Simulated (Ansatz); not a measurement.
Program: Ansatz. Geometries: PBE0-D4/def2-TZVP. ΔE: electronic, gas phase. CCSD(T)/CBS adds triple-zeta CCSD(T) − MP2 to the extrapolated MP2 energy (def2 sets, frozen cores). This one scheme is used for every species. DFT in def2-TZVPP. Each species was taken in one conformer, which may not be the lowest.

`C[SiH](O)[SiH3]` + H₂S → `C[SiH](O)S` + SiH₄  (cleavage of the Si–Si bond)

```json
{"level": "PBE0", "ΔE (kcal/mol)": "-18.5"}
{"level": "SCS-MP2/def2-TZVPP", "ΔE (kcal/mol)": "-21.4"}
```

Q: What does CCSD(T)/CBS give? (An estimate is asked.)

A: The calculation gave: -19.9 kcal/mol. The listed levels differ from it by 1.4, -1.5 kcal/mol.

Largest T1 diagnostic among the species: 0.012.

At CCSD(T), def2-SVP lies +0.9 kcal/mol from the extrapolated value and def2-TZVPP +0.3 kcal/mol. From BLYP to BHLYP (50 % exact exchange), in def2-TZVPP and without D4, ΔE moves by −1.8 kcal/mol.
